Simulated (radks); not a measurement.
Results of a calculation; reference values are marked as such.
The mean radii <r> (bohr) of the occupied orbitals of an atom or ion are listed with their occupations. Level of theory: scalar-relativistic Kohn-Sham, PBE, spin-polarised, spherical densities, point nucleus (a radial shooting solver on a logarithmic mesh with Libxc functionals).

orbital  occ.      <r>
1s up       1  0.08573
1s down     1  0.08572
2s up       1   0.4138
2s down     1   0.4136
2p up       3   0.3762
2p down     3   0.3761
3s up       1    1.326
3s down     1    1.334
3p up       3    1.458
3p down     1    1.479

Name the element and its charge. Open shells, if any, are filled with parallel spins first.

Answer. Z = 18, argon, charge +2: Ar2+ in [Ne] 3s2 3p4. The 1s radius gives Z: for a bare nucleus <r> = (2 gamma + 1)/(2Z) with gamma = sqrt(1 - (Z/c)^2), 0.08285 bohr for Z = 18, and screening makes it slightly larger (0.08573 here). The occupations add up to 16, and the charge is Z minus that.
